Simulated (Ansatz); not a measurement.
Consider the redistribution: `Cl[CH2][GeH2][SeH]` + `C#C[SiH2]F` → `C#[C][GeH2][CH2]Cl` + `F[SiH2][SeH]`.

Calculated with Ansatz (gas phase, PBE0-D4/def2-TZVP geometries, no zero-point term in ΔE). CCSD(T)/CBS adds triple-zeta CCSD(T) − MP2 to the extrapolated MP2 energy (def2 sets, frozen cores). This one scheme is used for every species. DFT in def2-TZVPP. B3LYP here is the variant with VWN-RPA as its local correlation; programs differ in this. For Ge, Se outer-core shells are correlated without core-valence functions, which leaves a few kJ/mol of doubt a bond. Scalar relativity is left out up to krypton. Each species was taken in one conformer, which may not be the lowest.

`Cl[CH2][GeH2][SeH]`:

Cartesian coordinates in Å:
```
Cl 0.786 -2.264 0.557
C -0.539 -1.092 0.392
Ge 0.161 0.747 0.359
Se 1.498 1.091 -1.545
H -1.073 -1.317 -0.530
H -1.214 -1.228 1.237
H -1.018 1.738 0.347
H 1.068 0.962 1.576
H 0.331 1.364 -2.393
```

`C#C[SiH2]F`:

Cartesian coordinates in Å:
```
C 1.426 -0.174 -1.340
C 0.551 -0.070 -0.518
Si -0.763 0.131 0.721
F -1.347 -1.304 1.102
H 2.200 -0.269 -2.068
H -0.205 0.743 1.946
H -1.862 0.943 0.157
```

`C#[C][GeH2][CH2]Cl`:

```xyz
10

C    -0.640   -2.280    1.202
C    -0.401   -1.443    0.370
Ge   -0.028   -0.107   -0.925
C     0.297    1.588    0.011
Cl    1.769    1.496    1.004
H    -0.848   -3.021    1.940
H    -1.253    0.046   -1.842
H     1.214   -0.505   -1.727
H     0.426    2.401   -0.703
H    -0.537    1.825    0.670
```

`F[SiH2][SeH]`:

Cartesian coordinates in Å:
```
F 0.805 0.562 1.515
Si 0.351 0.440 -0.012
Se -0.312 -1.652 -0.543
H -0.753 1.404 -0.207
H 1.525 0.726 -0.864
H -1.616 -1.480 0.112
```

| level | ΔE (kcal/mol) | difference from CCSD(T)/CBS |
| --- | --- | --- |
| PBE-D4 | 3.6 | 0.3 |
| r2SCAN-D4 | 3.9 | 0.6 |
| PBE0-D4 | 3.6 | 0.3 |
| B3LYP-D4 | 4.7 | 1.4 |
| ωB97X-V | 3.2 | -0.1 |
| B2PLYP | 4.0 | 0.7 |
| PBE | 3.5 | 0.2 |
| PBE0 | 3.5 | 0.2 |
| B3LYP | 4.5 | 1.2 |
| SCS-MP2/def2-TZVPP | 3.3 | 0.0 |
| CCSD(T)/def2-TZVPP | 3.0 | -0.3 |
| MP2/def2-QZVPP | 3.2 | -0.1 |
| SCS-MP2/def2-QZVPP | 3.4 | 0.1 |
| HF/CBS(def2) | 4.6 | 1.3 |
| MP2/CBS(def2) | 3.3 | 0.0 |
| CCSD/CBS(def2) | 3.4 | 0.1 |
| CCSD(T)/CBS | 3.3 | 0 |

Largest T1 diagnostic among the species: 0.012.

In def2-TZVPP, CCSD(T) changes the Hartree–Fock value by −1.6 kcal/mol (the triples alone add −0.1 kcal/mol) and MP2 by −1.5 kcal/mol.
